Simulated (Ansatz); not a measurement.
Ansatz (an electronic-structure program) input (CCSD(T)/cc-pVTZ):

Ansatz 0.2 input:
```yaml
crystal:
  periodic: [false, false, false]
  atoms:
    - {symbol: O, position_ang: [-0.60707845, 1.10719948, -1.51867017]}
    - {symbol: Ge, position_ang: [0.23635642, 0.12306161, -0.06807321]}
    - {symbol: O, position_ang: [-0.99379514, 0.79279427, 1.14624438]}
    - {symbol: O, position_ang: [-0.35202903, -1.49351267, -0.75863243]}
    - {symbol: O, position_ang: [1.20793414, -0.79435724, 1.34561722]}
    - {symbol: H, position_ang: [-1.17447256, 1.73520756, -1.05353340]}
    - {symbol: H, position_ang: [-0.74025138, 0.36567832, 1.97305677]}
    - {symbol: H, position_ang: [-0.91128034, -1.22556678, -1.49739774]}
    - {symbol: H, position_ang: [1.22234668, -1.71028137, 1.03974514]}
basis:
  gaussian:
    orbitals: cc-pVTZ
total_charge: -1
magnetization: {spin_polarized: true, initial_magnetization: 1}
correlation: {method: ccsd_t, electrons: outside_noble_gas}
```

End of the output:

```
second order -30.36482738 eV of doubles, -0.00000000 eV of singles
coupled cluster: 5.32 GiB planned
cycle   1  -29.63120612 eV  change    7.3e-1 eV  update   1.2e-1
cycle   2  -30.32504876 eV  change   -6.9e-1 eV  update   3.7e-2
cycle   3  -30.49413096 eV  change   -1.7e-1 eV  update   2.1e-2
cycle   4  -30.47862297 eV  change    1.6e-2 eV  update   6.5e-3
cycle   5  -30.47408297 eV  change    4.5e-3 eV  update   3.7e-3
cycle   6  -30.47614351 eV  change   -2.1e-3 eV  update   1.4e-3
cycle   7  -30.47605207 eV  change    9.1e-5 eV  update   6.6e-4
cycle   8  -30.47606427 eV  change   -1.2e-5 eV  update   2.2e-4
cycle   9  -30.47613109 eV  change   -6.7e-5 eV  update   1.1e-4
cycle  10  -30.47607947 eV  change    5.2e-5 eV  update   4.3e-5
cycle  11  -30.47608374 eV  change   -4.3e-6 eV  update   2.1e-5
perturbative correction -1.16015726 eV, -0.0426349930 hartree
Total energy: -64723.58402866 eV, -2378.5478418325 hartree
```
